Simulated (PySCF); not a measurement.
Vertical excitations of a molecule C2H9BN2 from TDA-PBE/def2-SVPD (PySCF), as energy in eV (oscillator strength): 4.88 (0.017), 5.57 (0.006), 5.89 (0.000), 6.45 (0.309), 6.52 (0.000), 6.84 (0.008), 6.86 (0.002), 6.97 (0.012), 7.42 (0.005), 7.51 (0.029). Lowest triplet (TDA): 4.79 eV. Coordinates come from a r2SCAN-D4/def2-SVP optimisation. Other conformers were not sampled.

Task: Which structure fits?
(A) CNB(C)N
(B) CCB(N)N
(C) CNBNC
(D) CN(C)BN

Result: D, CN(C)BN
